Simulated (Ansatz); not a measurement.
The cluster Ge₄F₈ (the lowest singlet isomer of a short search) was relaxed with PBE-D4 (def2-SVP) in Ansatz in these states: neutral quintet, neutral singlet, neutral triplet. The geometries follow in no particular order.

A:

```xyz
12

Ge    1.216   -1.076   -1.437
Ge    0.573   -1.496    2.105
Ge   -1.360   -0.204   -1.276
Ge   -0.194    1.503    0.508
F     1.503   -1.865    0.418
F    -0.933    0.506   -2.867
F     1.955    0.481   -0.908
F     0.861    0.447    1.784
F    -1.446    1.892    1.681
F    -0.990   -1.329    1.203
F    -1.975   -1.819   -1.723
F     0.789    2.959    0.513
```

B:

Cartesian coordinates in Å:
```
Ge -0.840 -2.372 -0.600
Ge 2.071 -0.289 -1.649
Ge -0.367 -0.763 1.442
Ge -0.398 1.428 0.090
F 0.828 -1.823 -1.597
F -1.928 -0.599 2.262
F -1.655 -0.838 -1.122
F 0.537 0.967 -1.578
F 0.688 2.748 0.481
F 2.065 -0.268 0.156
F 0.736 -0.458 2.777
F -1.735 2.265 -0.661
```

C:

| atom | x (Å) | y (Å) | z (Å) |
| --- | --- | --- | --- |
| Ge1 | 1.878 | -1.224 | 0.602 |
| Ge2 | -0.395 | 2.277 | 1.285 |
| Ge3 | -0.768 | -1.670 | 0.904 |
| Ge4 | 0.206 | 0.717 | -2.028 |
| F5 | 1.321 | 1.903 | 1.519 |
| F6 | -0.716 | -3.228 | 0.028 |
| F7 | 1.743 | 0.153 | -0.892 |
| F8 | -0.195 | 2.075 | -0.797 |
| F9 | -0.786 | -0.592 | -1.277 |
| F10 | -0.976 | 0.467 | 1.347 |
| F11 | -0.358 | -2.132 | 2.578 |
| F12 | -0.953 | 1.253 | -3.269 |

Problem. Judge from the bond lengths which geometry belongs to which state (an estimate).

Solution. A is the neutral triplet (Ge3–Ge4 2.731 Å, Ge1–F5 2.037 Å, Ge1–F7 1.803 Å); B is the neutral singlet (Ge3–Ge4 2.575 Å, Ge1–F5 2.020 Å, Ge1–F7 1.814 Å); C is the neutral quintet (Ge3–Ge4 3.905 Å, Ge1–F5 3.306 Å, Ge1–F7 2.036 Å).

At PBE0-D4/def2-SVP a singlet lies 2.02 eV below the neutral triplet. At PBE0-D4/def2-SVP a singlet lies 5.14 eV below the neutral quintet. These are the stationary points nearest to one start from a short search; other shapes may lie lower in each state.
